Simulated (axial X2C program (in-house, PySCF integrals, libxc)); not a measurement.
## Which molecule has these constants?

All values come from calculations with an in-house all-electron X2C program for linear molecules (integrals from PySCF), spin-free (one-electron X2C) or two-component (2c: spin–orbit coupling with atomic mean-field Coulomb and Gaunt terms, which also bring small scalar terms), in Dyall basis sets with cores contracted in-house; open shells are unrestricted.

A two-component PBE0 calculation in a Dyall 3-zeta basis gave Re = 3.663 Å, ωe = 63.9 cm⁻¹, De = 0.09 eV, Ω = 3/2.

Which molecule is it?
A. CsCl⁺
B. CsP⁺
C. NaCs⁺
D. CsS⁺
E. CsSi⁺

A. The others have CsSi⁺ 3.964 Å and 72.0 cm⁻¹ (Ω = 2); CsP⁺ 3.859 Å and 56.6 cm⁻¹ (Ω = 3/2); CsS⁺ 3.711 Å and 78.4 cm⁻¹ (Ω = 1); NaCs⁺ 4.481 Å and 65.4 cm⁻¹ (Ω = 1/2).

Each entry is the lowest single determinant of a limited PBE0 search at one distance. De goes to single-determinant-based atoms at the same level (for ions the charge split of lowest energy) and is withheld (n/a) where an atom does not fit its ground term or J level. Main or longest-lived isotopes. One determinant is a doubtful description, or other states lie close, for CsCl⁺, CsSi⁺, CsP⁺, CsS⁺; these need not be ground states, and all values refer to the states named. Some open-shell Ω = 0 determinants are out of reach, so the Ω given for CsSi⁺, CsS⁺ need not be the lowest component. With several unpaired electrons the Ω given is that of one determinant, not necessarily of the lowest component. Some light 2c atoms are not at their ground J level, so De misses part of their lowering (0.04 eV or less). The functionals have no current term, which raises determinants with orbital currents. Where the atoms have a lower orbital projection than the molecule, De at mean-field level may be about a tenth of an eV too small.
